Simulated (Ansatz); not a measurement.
Frontier orbitals of CH₅GaSi.

Z-matrix (Å, degrees):
```
C
Ga 1 2.048
Si 1 1.856 2 115.4
H 1 1.099 2 107.0 3 -122.5
H 1 1.098 2 107.2 3 122.7
H 3 1.492 1 110.2 2 -58.1
H 3 1.492 1 110.2 2 59.8
H 3 1.491 1 114.7 2 -179.1
```

The species carries charge 0 and has multiplicity 1. Correlated methods include outer-core shells of Ga, which these sets cover unevenly. Scalar relativity is left out up to krypton. The bonds changed during the relaxation, so this is another structure than the one it started from. Geometry: relaxed with PBE0-D4/def2-TZVP. Basis def2-TZVPP, Ansatz 0.2.0.

```
             functional  HOMO (eV)  LUMO (eV)  gap (eV)
            LDA (SPW92)      -5.12      -2.50      2.62
                    PBE      -4.97      -2.27      2.70
                   PBE0      -5.91      -1.52      4.39
HSE06 (plane-wave form)      -5.52      -1.89      3.63
              CAM-B3LYP      -7.12      -0.61      6.51
                ωB97M-V      -7.95       0.18      8.13
```

Against PBE, PBE0 changes HOMO and LUMO by −0.94 and +0.75 eV, ωB97M-V by −2.97 and +2.46 eV. A gap of 2.70 eV thus becomes 8.13 eV for the same molecule, so an orbital gap means little without its functional. A positive LUMO is unbound and depends on the basis.
